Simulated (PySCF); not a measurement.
**Name the molecule from its bond curve**

A diatomic of charge -1 contains Sn. Its triplet curve at PBE0 in a double-zeta basis (scalar-relativistic core potentials, PySCF), in eV from the separated fragments:

R (Å), E (eV) and a bar:
```
    2.392     -1.145 ##########################
    2.503     -1.269 ############
    2.614     -1.336 ####
    2.698     -1.360 #
    2.781     -1.366 
    2.864     -1.359 #
    2.976     -1.334 ####
    3.115     -1.287 #########
    3.282     -1.218 ##################
    3.504     -1.115 ##############################
```

The fit gives ωe = 282 cm⁻¹ and the rotational constant Bₑ = 0.3305 cm⁻¹.

Q: Which atom is the partner?

A: The minimum lies at 2.774 Å, so the reduced mass is 16.8576 u Å² cm⁻¹/(Bₑ·Re²) = 6.628 u. With Sn at 119.90 u the partner weighs about 7.0 u: Li. The molecule is LiSn⁻.

Spin–orbit coupling is left out. The highest Kohn–Sham level is positive in this anion. Much of that is self-interaction error, but it also means that the finite basis helps to hold the extra electron. The state was picked by a PBE0 search and need not be the measured ground state.
